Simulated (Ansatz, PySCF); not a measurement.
FeF2, SMILES [F][Fe][F] (connectivity only; charge and spin as stated), neutral, multiplicity 5. Atoms are numbered in the order given.

```xyz
3

Fe     0.0000     0.0000    -0.2565
F      0.0000    -1.7526    -0.2565
F      0.0000     1.7526    -0.2565
```
Charge 0, spin multiplicity 5.

Coordinates come from a PBE0-D3(BJ)/def2-TZVP optimisation. The multiplicity is an assumed one; other spin states were not compared.

Two levels are set side by side: PBE-D3(BJ)/def2-TZVP (Ansatz, a program for electronic structure) and PBE0-D3(BJ)/def2-TZVP (Ansatz). Each level has its own optimised geometry; the coordinates shown are those of the second. Frequencies come from the Hessian of PySCF at each geometry. Differences are taken from unrounded values.

```tsv
quantity	PBE0-D3(BJ)	PBE-D3(BJ)	PBE-D3(BJ) minus PBE0-D3(BJ)
mean bond length (Å)	1.753	1.752	0.000
bond Fe1–F2 (Å)	1.753	1.752	0.000
bond Fe1–F3 (Å)	1.753	1.752	0.000
highest harmonic wavenumber (cm⁻¹)	758	747	-11
mean harmonic wavenumber (cm⁻¹)	415	406	-9
zero-point energy (kcal/mol)	2.37	2.32	-0.05
```
